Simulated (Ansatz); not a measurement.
Relaxation of Al7H with RKS B3LYP-D4/def2-SVP.

```sh
$ ansatz run in.yaml --threads 4 --pin off --events-out ev --progress --plain --max-ram 4787MiB
```

```yaml
crystal:
  periodic: [false, false, false]
  atoms:
    - {symbol: Al, position_ang: [-1.555740, -2.023670, -0.078050]}
    - {symbol: Al, position_ang: [0.652000, 0.789230, -0.912980]}
    - {symbol: Al, position_ang: [-0.738520, 2.346480, 0.728760]}
    - {symbol: Al, position_ang: [1.125130, -1.713320, -0.056310]}
    - {symbol: Al, position_ang: [-2.154850, 0.486190, -0.428160]}
    - {symbol: Al, position_ang: [2.209360, 1.802370, 0.920690]}
    - {symbol: Al, position_ang: [2.690480, -0.561430, 1.618430]}
    - {symbol: H, position_ang: [-2.227850, -1.125860, -1.792400]}
basis:
  gaussian: {orbitals: def2-SVP}
hamiltonian: {xc: {name: B3LYP}, dispersion: d4}
scf: {lower_state_search: "off"}
output: {orbitals: {seedname: orbitals}}
relax: {f_tol: 0.02, max_steps: 100}
```

It took 68 s on 4 threads of AMD EPYC 7B13 on a shared host.

Positions (Å) and forces (eV/Å) at steps 1, 2, 3, 4, 5, 6, 7, 8, 9, 10, 11, 12, 13, 14, 15, 16, 17, 19, 22, 24, 25, 26, 27, 28, 29, 30, 31 of 31:

```xyz
8
step=1 energy=-46181.1308 eV
Al   -1.556   -2.024   -0.078   -0.211   -0.060   -0.442
Al    0.652    0.789   -0.913    0.136   -0.537   -0.011
Al   -0.739    2.346    0.729   -0.066    0.372    0.452
Al    1.125   -1.713   -0.056   -0.200    0.110   -0.071
Al   -2.155    0.486   -0.428   -0.134   -0.592   -0.763
Al    2.209    1.802    0.921    0.036    0.732   -0.218
Al    2.690   -0.561    1.618    0.030   -0.466    0.036
H    -2.228   -1.126   -1.792    0.408    0.442    1.016
8
step=2 energy=-46181.4929 eV
Al   -1.585   -2.061   -0.136   -0.039   -0.260   -0.064
Al    0.662    0.734   -0.896   -0.009   -0.353   -0.027
Al   -0.762    2.355    0.767   -0.252    0.186    0.283
Al    1.089   -1.720   -0.063   -0.153    0.065   -0.021
Al   -2.154    0.445   -0.527    0.127   -0.150   -0.412
Al    2.222    1.868    0.892    0.157    0.332   -0.135
Al    2.677   -0.577    1.601   -0.025   -0.182   -0.017
H    -2.150   -1.045   -1.638    0.196    0.363    0.393
8
step=3 energy=-46181.6355 eV
Al   -1.626   -2.161   -0.153   -0.116   -0.181    0.001
Al    0.621    0.661   -0.844    0.041    0.116    0.048
Al   -0.858    2.388    0.881    0.056   -0.253   -0.105
Al    0.995   -1.747   -0.048    0.037   -0.019    0.085
Al   -2.049    0.429   -0.625    0.181    0.643    0.404
Al    2.297    1.953    0.791   -0.158    0.017   -0.083
Al    2.626   -0.579    1.552   -0.024    0.046   -0.023
H    -2.007   -0.944   -1.555   -0.018   -0.370   -0.327
8
step=4 energy=-46181.7047 eV
Al   -1.708   -2.229   -0.188   -0.078   -0.058   -0.066
Al    0.674    0.665   -0.841   -0.058   -0.003   -0.077
Al   -0.786    2.306    0.945   -0.095   -0.115   -0.043
Al    0.923   -1.759   -0.010    0.049    0.079    0.100
Al   -1.976    0.444   -0.592    0.174    0.107    0.185
Al    2.294    2.035    0.742    0.097    0.036   -0.034
Al    2.554   -0.505    1.522   -0.007   -0.008    0.041
H    -1.975   -0.957   -1.578   -0.082   -0.038   -0.107
8
step=5 energy=-46181.7669 eV
Al   -1.807   -2.343   -0.314    0.104    0.154   -0.099
Al    0.714    0.699   -0.894    0.055   -0.087    0.048
Al   -0.724    2.175    1.044   -0.018    0.028    0.025
Al    0.824   -1.682    0.117   -0.080    0.125   -0.005
Al   -1.882    0.417   -0.529    0.143   -0.346   -0.063
Al    2.370    2.104    0.623   -0.015   -0.158   -0.022
Al    2.514   -0.418    1.573   -0.087    0.133   -0.042
H    -2.009   -0.951   -1.621   -0.103    0.152    0.158
8
step=6 energy=-46181.8313 eV
Al   -1.838   -2.444   -0.462    0.144    0.205   -0.092
Al    0.797    0.706   -0.930   -0.005   -0.018    0.018
Al   -0.639    2.092    1.124    0.027    0.075   -0.020
Al    0.715   -1.619    0.195   -0.055    0.120   -0.061
Al   -1.732    0.326   -0.447    0.146   -0.350   -0.193
Al    2.436    2.168    0.525   -0.190   -0.299    0.019
Al    2.386   -0.301    1.616   -0.020    0.115    0.001
H    -2.127   -0.928   -1.621   -0.048    0.152    0.327
8
step=7 energy=-46181.9104 eV
Al   -1.781   -2.503   -0.577    0.050    0.046   -0.108
Al    0.849    0.719   -1.008    0.137   -0.086    0.099
Al   -0.581    2.093    1.123   -0.024    0.074   -0.027
Al    0.676   -1.548    0.211    0.028    0.118   -0.087
Al   -1.600    0.257   -0.416   -0.031   -0.092   -0.196
Al    2.419    2.145    0.509   -0.200   -0.301    0.037
Al    2.313   -0.261    1.696   -0.053    0.137   -0.107
H    -2.297   -0.902   -1.538    0.092    0.105    0.389
8
step=8 energy=-46181.9910 eV
Al   -1.718   -2.560   -0.682   -0.015    0.117   -0.142
Al    0.911    0.698   -1.038    0.075   -0.012   -0.011
Al   -0.571    2.159    1.085    0.137   -0.002   -0.089
Al    0.673   -1.532    0.182    0.012    0.070   -0.005
Al   -1.511    0.251   -0.418   -0.118    0.013   -0.107
Al    2.379    2.110    0.536   -0.304   -0.214    0.051
Al    2.250   -0.243    1.717    0.033    0.062   -0.013
H    -2.413   -0.885   -1.382    0.182   -0.034    0.315
8
step=9 energy=-46182.0862 eV
Al   -1.636   -2.592   -0.812   -0.048    0.196   -0.121
Al    0.935    0.671   -1.114    0.185   -0.150   -0.082
Al   -0.517    2.221    1.027    0.040    0.086    0.042
Al    0.666   -1.485    0.186   -0.037    0.005    0.011
Al   -1.468    0.289   -0.421   -0.195   -0.057   -0.004
Al    2.260    2.031    0.572   -0.159    0.027    0.014
Al    2.240   -0.249    1.766    0.007   -0.016   -0.036
H    -2.479   -0.886   -1.203    0.206   -0.089    0.178
8
step=10 energy=-46182.1324 eV
Al   -1.560   -2.588   -0.994   -0.089    0.338   -0.062
Al    1.002    0.539   -1.181   -0.116    0.031    0.073
Al   -0.495    2.332    1.012   -0.110   -0.132   -0.105
Al    0.632   -1.508    0.228   -0.030   -0.125    0.120
Al   -1.423    0.330   -0.360   -0.033   -0.015   -0.062
Al    2.097    2.010    0.576    0.081    0.107   -0.069
Al    2.231   -0.247    1.753    0.132   -0.066    0.052
H    -2.485   -0.869   -1.033    0.165   -0.139    0.052
8
step=11 energy=-46182.1750 eV
Al   -1.487   -2.475   -1.131   -0.034    0.130   -0.020
Al    0.990    0.460   -1.124   -0.116   -0.042    0.052
Al   -0.523    2.332    0.931   -0.031    0.018    0.084
Al    0.632   -1.557    0.336   -0.143   -0.113    0.062
Al   -1.462    0.330   -0.353    0.043   -0.054   -0.005
Al    2.071    2.023    0.568    0.041    0.097   -0.104
Al    2.333   -0.252    1.737    0.003    0.003   -0.034
H    -2.554   -0.861   -0.964    0.236   -0.040   -0.034
8
step=12 energy=-46182.2336 eV
Al   -1.414   -2.390   -1.287    0.054    0.208    0.063
Al    0.954    0.348   -1.035   -0.093   -0.033   -0.027
Al   -0.524    2.324    0.946    0.055    0.120    0.137
Al    0.555   -1.643    0.480   -0.011   -0.039    0.105
Al   -1.480    0.339   -0.295   -0.027   -0.165   -0.103
Al    2.069    2.082    0.479   -0.051   -0.077   -0.042
Al    2.364   -0.213    1.669   -0.037    0.015   -0.078
H    -2.526   -0.848   -0.957    0.109   -0.030   -0.055
8
step=13 energy=-46182.2781 eV
Al   -1.297   -2.256   -1.370    0.073   -0.174   -0.111
Al    0.894    0.218   -1.018    0.012    0.071    0.137
Al   -0.546    2.323    1.012    0.200    0.030    0.025
Al    0.518   -1.698    0.634    0.074    0.037    0.122
Al   -1.501    0.356   -0.264   -0.107   -0.017   -0.049
Al    2.024    2.066    0.375   -0.075   -0.096    0.032
Al    2.410   -0.191    1.626   -0.115    0.061   -0.169
H    -2.503   -0.818   -0.994   -0.062    0.087    0.013
8
step=14 energy=-46182.3088 eV
Al   -1.176   -2.176   -1.492    0.037   -0.079   -0.009
Al    0.842    0.129   -0.937    0.190    0.100    0.203
Al   -0.483    2.282    1.064   -0.026    0.029    0.006
Al    0.439   -1.733    0.808    0.201    0.124    0.047
Al   -1.556    0.373   -0.245   -0.118   -0.099   -0.076
Al    2.011    2.092    0.290    0.068   -0.215    0.051
Al    2.425   -0.149    1.528   -0.265    0.031   -0.272
H    -2.502   -0.817   -1.017   -0.087    0.108    0.050
8
step=15 energy=-46182.3382 eV
Al   -1.134   -2.156   -1.512    0.061    0.064    0.085
Al    0.848    0.119   -0.846    0.022    0.105   -0.064
Al   -0.466    2.282    1.056   -0.092    0.010   -0.008
Al    0.421   -1.765    0.875    0.118    0.060    0.033
Al   -1.584    0.368   -0.253   -0.001   -0.117   -0.100
Al    2.031    2.119    0.293    0.070   -0.164    0.050
Al    2.407   -0.148    1.422   -0.159   -0.030   -0.083
H    -2.523   -0.819   -1.035   -0.019    0.072    0.086
8
step=16 energy=-46182.3557 eV
Al   -1.126   -2.167   -1.468    0.038   -0.013    0.002
Al    0.864    0.159   -0.860   -0.050    0.079   -0.073
Al   -0.481    2.294    1.032   -0.034    0.011    0.002
Al    0.418   -1.743    0.845    0.030   -0.035    0.054
Al   -1.575    0.356   -0.267    0.031   -0.054   -0.082
Al    2.048    2.108    0.337    0.040   -0.051    0.032
Al    2.385   -0.177    1.397   -0.047    0.001   -0.012
H    -2.533   -0.830   -1.017   -0.008    0.062    0.077
8
step=17 energy=-46182.3619 eV
Al   -1.115   -2.175   -1.456    0.006    0.014   -0.001
Al    0.868    0.186   -0.874   -0.045    0.005   -0.017
Al   -0.493    2.316    1.009    0.016   -0.006   -0.001
Al    0.422   -1.751    0.830   -0.017   -0.034    0.013
Al   -1.565    0.354   -0.282    0.003   -0.033   -0.061
Al    2.061    2.100    0.370    0.002    0.008    0.020
Al    2.364   -0.194    1.385    0.017    0.021    0.006
H    -2.541   -0.838   -0.982    0.018    0.025    0.041
8
step=19 energy=-46182.3639 eV
Al   -1.092   -2.157   -1.459   -0.009   -0.013   -0.002
Al    0.861    0.178   -0.869   -0.004   -0.001    0.013
Al   -0.495    2.322    0.999    0.012   -0.030   -0.026
Al    0.430   -1.787    0.838    0.000    0.001   -0.018
Al   -1.567    0.371   -0.316   -0.015    0.029    0.011
Al    2.060    2.104    0.383    0.003    0.024    0.007
Al    2.353   -0.194    1.371    0.018   -0.002    0.018
H    -2.552   -0.838   -0.946   -0.005   -0.008   -0.003
8
step=22 energy=-46182.3651 eV
Al   -1.092   -2.154   -1.446    0.004   -0.002    0.001
Al    0.853    0.173   -0.858    0.005    0.000    0.006
Al   -0.492    2.318    0.983    0.003    0.001    0.000
Al    0.459   -1.816    0.820    0.006    0.001   -0.004
Al   -1.583    0.395   -0.338   -0.005    0.008    0.005
Al    2.061    2.112    0.392    0.003    0.000   -0.003
Al    2.355   -0.191    1.383   -0.012   -0.003   -0.003
H    -2.561   -0.836   -0.936   -0.004   -0.006   -0.002
8
step=24 energy=-46182.3661 eV
Al   -1.063   -2.124   -1.436   -0.008    0.078    0.040
Al    0.830    0.160   -0.834   -0.029   -0.005   -0.011
Al   -0.482    2.329    0.952    0.009    0.006   -0.003
Al    0.502   -1.883    0.797   -0.010   -0.006   -0.007
Al   -1.615    0.431   -0.359   -0.008   -0.054   -0.017
Al    2.069    2.118    0.395    0.003    0.002    0.000
Al    2.331   -0.189    1.395    0.002   -0.006    0.006
H    -2.572   -0.841   -0.910    0.041   -0.015   -0.007
8
step=25 energy=-46182.3717 eV
Al   -1.025   -2.080   -1.424   -0.039    0.262    0.141
Al    0.801    0.144   -0.805   -0.093   -0.019   -0.019
Al   -0.469    2.341    0.914    0.026   -0.008   -0.026
Al    0.549   -1.960    0.773   -0.034    0.001   -0.026
Al   -1.654    0.470   -0.377   -0.004   -0.170   -0.049
Al    2.080    2.124    0.395   -0.001    0.009    0.004
Al    2.301   -0.188    1.407    0.007   -0.029    0.005
H    -2.582   -0.852   -0.882    0.139   -0.046   -0.030
8
step=26 energy=-46182.3938 eV
Al   -0.980   -2.011   -1.413   -0.105    0.312    0.187
Al    0.763    0.133   -0.774   -0.106    0.052   -0.001
Al   -0.445    2.349    0.871    0.048   -0.044   -0.063
Al    0.580   -2.025    0.753   -0.052   -0.002   -0.021
Al   -1.698    0.489   -0.363   -0.001   -0.239   -0.068
Al    2.101    2.129    0.380   -0.003    0.028    0.010
Al    2.259   -0.186    1.419    0.010   -0.056   -0.003
H    -2.580   -0.878   -0.873    0.210   -0.051   -0.041
8
step=27 energy=-46182.4208 eV
Al   -0.972   -1.972   -1.417   -0.087    0.241    0.179
Al    0.755    0.158   -0.775   -0.086    0.036    0.016
Al   -0.423    2.333    0.864    0.055   -0.063   -0.065
Al    0.526   -1.990    0.771   -0.034   -0.041   -0.039
Al   -1.702    0.442   -0.300    0.004   -0.120   -0.067
Al    2.121    2.131    0.359   -0.014    0.034    0.018
Al    2.247   -0.191    1.409   -0.012   -0.028   -0.016
H    -2.553   -0.911   -0.912    0.176   -0.060   -0.026
8
step=28 energy=-46182.4427 eV
Al   -0.936   -1.801   -1.331    0.137   -0.267   -0.141
Al    0.674    0.211   -0.719    0.192   -0.069   -0.106
Al   -0.340    2.289    0.756   -0.148    0.134    0.050
Al    0.522   -2.081    0.736    0.067   -0.017    0.067
Al   -1.794    0.432   -0.244   -0.076    0.197    0.130
Al    2.192    2.172    0.353    0.051    0.002    0.040
Al    2.160   -0.204    1.399   -0.029   -0.034   -0.051
H    -2.479   -1.018   -0.949   -0.193    0.054    0.011
8
step=29 energy=-46182.4570 eV
Al   -0.937   -1.848   -1.327   -0.081   -0.014   -0.063
Al    0.695    0.189   -0.729    0.018    0.103    0.073
Al   -0.406    2.391    0.703    0.045   -0.092    0.013
Al    0.564   -2.119    0.737    0.024   -0.023    0.024
Al   -1.784    0.457   -0.246    0.009    0.026   -0.036
Al    2.158    2.161    0.428    0.036    0.001   -0.046
Al    2.211   -0.252    1.362   -0.041    0.053    0.024
H    -2.502   -0.979   -0.928   -0.010   -0.053    0.010
8
step=30 energy=-46182.4611 eV
Al   -0.946   -1.862   -1.366    0.015    0.059    0.085
Al    0.710    0.202   -0.739   -0.067   -0.049   -0.008
Al   -0.379    2.337    0.758    0.036    0.009   -0.022
Al    0.551   -2.092    0.734   -0.028    0.006   -0.036
Al   -1.776    0.459   -0.281    0.036   -0.055    0.001
Al    2.189    2.167    0.390   -0.067    0.019    0.016
Al    2.169   -0.211    1.398    0.009   -0.024   -0.016
H    -2.519   -1.000   -0.894    0.066    0.035   -0.021
8
step=31 energy=-46182.4642 eV
Al   -0.942   -1.850   -1.340    0.001    0.009   -0.017
Al    0.697    0.197   -0.734    0.006   -0.007   -0.003
Al   -0.374    2.341    0.748   -0.016   -0.002   -0.010
Al    0.553   -2.105    0.737   -0.001    0.012    0.004
Al   -1.780    0.453   -0.255   -0.003    0.005    0.001
Al    2.179    2.172    0.386    0.009   -0.016    0.012
Al    2.170   -0.218    1.386    0.016    0.009    0.001
H    -2.503   -0.989   -0.929   -0.012   -0.010    0.011
```

The structure comes from a short search, and lower isomers may exist.
